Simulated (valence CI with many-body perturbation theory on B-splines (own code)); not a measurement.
**Energy levels of Cs XLI**

Computed by valence CI with perturbative core correlation (CI+MBPT): five valence electrons over a frozen Dirac-Fock core [Ne], a basis of 11 s, 11 p, 10 d, 8 f, 5 g, 2 h functions for each j, with the one-electron correlation potential Σ1 (screened to all orders), the two-electron term Σ2, the three-electron term Σ3, Breit, model QED; selected single and double excitations, second order for the rest, scaled by the run's own slope (own B-spline code, finite nucleus).

No measured spectrum was set against this ion. As an estimate, large intervals hold to a few tenths of a per cent, small ones and those within an open d or f shell to about a per cent. Among the levels kept, up to 3200 cm⁻¹ of a level comes from second order outside the variational space, and about a tenth of that is noise between levels of different J, which matters for small intervals.

Levels 136 to 167 of 167, with energies above the lowest level, (3s^2 3p1/2^2 3p3/2) J=3/2. "Leading %" is the weight of the configuration and term that name the level; weights of strongly mixed levels are sums over their largest components and can fall short. In the jj column 3d3/2^4 stands for four electrons in 3d with j = 3/2.

```tsv
No.	Configuration	Term	J	E (× 10³ cm⁻¹)	Leading %	g	Second component	Leading jj
136	3s2 3p 3d2	2F°	7/2	4283.1	40	1.168	8 % 3s2 3p 3d2 4D°	3s^2 3p3/2 3d5/2^2 (61 %)
137	3s2 3p 3d2	2G°	9/2	4291.7	33	1.206	22 % 3s 3p3 3d 4F°	3s^2 3p3/2 3d5/2^2 (49 %)
138	3s 3p2 3d2	6D	3/2	4299.8	41	1.648	18 % 3s 3p2 3d2 4P	3s 3p1/2^2 3d3/2 3d5/2 (84 %)
139	3s2 3p 3d2	2H°	11/2	4308.9	82	1.115	16 % 3s2 3p 3d2 4G°	3s^2 3p3/2 3d5/2^2 (58 %)
140	3s 3p2 3d2	4F	9/2	4333.5	29	1.292	15 % 3s 3p2 3d2 6F	3s 3p1/2^2 3d3/2 3d5/2 (68 %)
141	3s2 3p 3d2	2G°	7/2	4334.0	36	1.143	30 % 3s2 3p 3d2 4D°	3s^2 3p3/2 3d3/2 3d5/2 (65 %)
142	3s 3p2 3d2	4F	3/2	4347.5	10	1.165	10 % 3s 3p2 3d2 4P	3s 3p1/2^2 3d3/2 3d5/2 (58 %)
143	3s 3p2 3d2	2F	5/2	4354.9	20	1.207	11 % 3s 3p2 3d2 4G	3s 3p1/2^2 3d3/2 3d5/2 (78 %)
144	3s2 3p 3d2	2D°	5/2	4357.0	20	1.097	15 % 3s2 3p 3d2 2F°	3s^2 3p3/2 3d3/2 3d5/2 (64 %)
145	3s2 3p 3d2	2P°	1/2	4364.5	61	0.737	14 % 3s2 3p 3d2 4D°	3s^2 3p3/2 3d5/2^2 (61 %)
146	3s 3p2 3d2	4D	1/2	4378.7	15	1.182	12 % 3s 3p2 3d2 2P	3s 3p1/2^2 3d3/2 3d5/2 (56 %)
147	3s 3p2 3d2	4H	7/2	4379.7	23	0.990	14 % 3s 3p2 3d2 2G	3s 3p1/2^2 3d3/2 3d5/2 (74 %)
148	3s2 3p 3d2	2D°	3/2	4392.1	34	1.004	24 % 3s2 3p 3d2 2P°	3s^2 3p3/2 3d3/2 3d5/2 (70 %)
149	3s2 3p 3d2	2G°	9/2	4394.3	68	1.094	12 % 3s2 3p 3d2 2H°	3s^2 3p3/2 3d3/2 3d5/2 (75 %)
150	3s 3p3 3d	2S°	1/2	4414.3	28	2.023	21 % 3s 3p3 3d 4P°	3s 3p3/2^3 3d3/2 (43 %)
151	3s2 3p 3d2	2D°	3/2	4415.7	25	1.134	12 % 3s2 3p 3d2 2P°	3s^2 3p3/2 3d3/2 3d5/2 (43 %)
152	3s2 3p 3d2	2F°	5/2	4437.3	43	1.040	25 % 3s2 3p 3d2 2D°	3s^2 3p3/2 3d3/2 3d5/2 (74 %)
153	3s 3p3 3d	2F°	7/2	4448.9	14	1.179	11 % 3s 3p3 3d 4F°	3s 3p3/2^3 3d3/2 (27 %)
154	3s2 3p 3d2	2P°	3/2	4450.3	15	1.368	13 % 3s 3p3 3d 4P°	3s 3p3/2^3 3d5/2 (34 %)
155	3s2 3p 3d2	2G°	9/2	4479.4	27	1.232	23 % 3s 3p3 3d 4F°	3s 3p3/2^3 3d5/2 (45 %)
156	3s2 3p 3d2	2P°	1/2	4479.6	64	0.578	11 % 3s 3p3 3d 4D°	3s^2 3p3/2 3d3/2 3d5/2 (55 %)
157	3s2 3p 3d2	2P°	3/2	4482.3	26	1.226	22 % 3s 3p3 3d 2D°	3s^2 3p3/2 3d3/2 3d5/2 (24 %)
158	3s2 3p 3d2	2D°	5/2	4484.3	23	1.234	12 % 3s2 3p 3d2 4P°	3s^2 3p3/2 3d5/2^2 (54 %)
159	3s 3p2 3d2	4F	9/2	4491.0	25	1.230	13 % 3s 3p2 3d2 2G	3s 3p1/2^2 3d5/2^2 (58 %)
160	3p4 3d	4D	3/2	4498.1	17	0.889	17 % 3p4 3d 2D	3p1/2^2 3p3/2^2 3d3/2 (44 %)
161	3s2 3p 3d2	2D°	5/2	4519.3	18	1.211	18 % 3s 3p3 3d 2D°	3s 3p3/2^3 3d3/2 (48 %)
162	3p4 3d	4D	5/2	4537.1	13	1.237	10 % 3s 3p2 3d2 4G	3s 3p1/2^2 3d5/2^2 (46 %)
163	3s 3p2 3d2	4H	7/2	4537.4	20	1.083	15 % 3p4 3d 4D	3s 3p1/2^2 3d5/2^2 (49 %)
164	3s 3p3 3d	2F°	7/2	4539.0	29	1.158	21 % 3s2 3p 3d2 2F°	3s 3p3/2^3 3d3/2 (32 %)
165	3s2 3p 3d2	2P°	3/2	4546.5	27	1.099	12 % 3s 3p3 3d 2D°	3s^2 3p3/2 3d5/2^2 (46 %)
166	3s 3p2 3d2	4F	5/2	4575.0	16	1.196	15 % 3p4 3d 4D	3s 3p1/2^2 3d5/2^2 (31 %)
167	3s 3p2 3d2	4F	3/2	4583.1	16	1.093	9 % 3s 3p2 3d2 4P	3s 3p1/2^2 3d5/2^2 (56 %)
```
